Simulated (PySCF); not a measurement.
A PySCF script (with the pyscf-properties extension) for the NMR shieldings of `C=C[C@H](C)[SiH2]NCC`, C$_{6}$H$_{15}$NSi, on a GFN2-xTB geometry:

```python
import basis_set_exchange as bse
import numpy as np
from pyscf import gto, dft
from pyscf.prop import nmr

atoms = """
C    -2.525227   -1.424960   -1.631943
C    -1.745489   -0.389533   -1.372015
C    -1.787154    0.433203   -0.133471
C    -1.561860    1.908470   -0.450738
Si   -0.501175   -0.229283    1.120622
N     1.006647   -0.268853    0.309480
C     2.245688   -0.650811    0.945313
C     3.433393    0.053366    0.299169
H    -3.290639   -1.742144   -0.942499
H    -2.435436   -1.997398   -2.540113
H    -0.990369   -0.094910   -2.091687
H    -2.769373    0.319696    0.332028
H    -1.631284    2.508901    0.453138
H    -0.576957    2.061554   -0.886552
H    -2.309141    2.267849   -1.158296
H    -0.347942    0.699369    2.245995
H    -0.984452   -1.525421    1.629138
H     1.020796   -0.473520   -0.678973
H     2.172222   -0.372502    1.997785
H     2.396906   -1.738919    0.900130
H     4.354183   -0.210107    0.812988
H     3.298408    1.130631    0.348144
H     3.523504   -0.237694   -0.745538
"""
names = dict.fromkeys(["C", "Si", "N", "H"], "pcSseg-1")
basis = {el: gto.basis.parse(bse.get_basis(n, elements=[el], fmt="nwchem")) for el, n in names.items()}
mol = gto.M(atom=atoms, basis=basis, charge=0, verbose=0)
mf = dft.RKS(mol, xc="PBE0")
mf.grids.level = 2
mf.grids.alignment = dft.numint.BLKSIZE   # the property module wants whole blocks of grid points
mf.conv_tol = 1e-9
mf.kernel()

calc = nmr.RKS(mf)   # GIAO
C = mf.mo_coeff
Co = C[:, mf.mo_occ > 0]
resp = mf.gen_response(singlet=True, hermi=2)
def vind(x):   # induced exchange potential for any number of trial vectors
    d = np.einsum("pi,xij,qj->xpq", C, 2 * x.reshape(-1, C.shape[1], Co.shape[1]), Co, optimize=True)
    return np.einsum("xpq,pi,qj->xij", resp(d - d.transpose(0, 2, 1)), C, Co, optimize=True).ravel()
mo1, _ = nmr.rhf.solve_mo1(calc, with_cphf=vind)
sigma = calc.kernel(mo1)
for i, s in enumerate(sigma):   # ppm
    print("%2d %-2s %9.2f" % (i, mol.atom_pure_symbol(i), np.trace(s) / 3))
```

Task: What does it print?

Result: 
```
 0 C      68.63
 1 C      37.28
 2 C     157.19
 3 C     168.54
 4 Si    372.92
 5 N     239.57
 6 C     144.97
 7 C     164.83
 8 H      26.36
 9 H      26.50
10 H      25.82
11 H      29.90
12 H      30.43
13 H      30.24
14 H      30.41
15 H      27.05
16 H      26.93
17 H      32.08
18 H      29.14
19 H      28.53
20 H      30.56
21 H      30.41
22 H      30.70
```

These numbers come from an equivalent density-fitted implementation of the same equations, which agrees with the script to about 0.01 ppm for H and up to a few tenths of a ppm for heavy atoms, so last digits may differ.

Task: Turn these shieldings into chemical shifts. δ = σ(ref) − σ, references computed at the same level: 13C (σref 186.93) and 29Si (σref 349.16) and 1H (σref 31.72) against TMS; NH3 for 15N (σref 267.73).

Result: Averaging equivalent atoms: C 1: 149.6; C 0: 118.3; C 6: 42.0; C 2: 29.7; C 7: 22.1; C 3: 18.4; Si 4: -23.8; N 5: 28.2; H 10: 5.90; H 8: 5.36; H 9: 5.21; H 16: 4.79; H 15: 4.66; H 19: 3.18; H 18: 2.58; H 11: 1.81; H 12/13/14: 1.36; H 20/21/22: 1.16; H 17: -0.37 ppm. Experimental scales use liquid or dissolved standards, which lie at an offset from isolated NH3 (liquid NH3: subtract about 20 ppm).

Size and cost of the density-fitted run: 218 basis functions, 96 s wall time on 1 thread of an Arm Neoverse N1, shared host; peak memory 1 GiB.
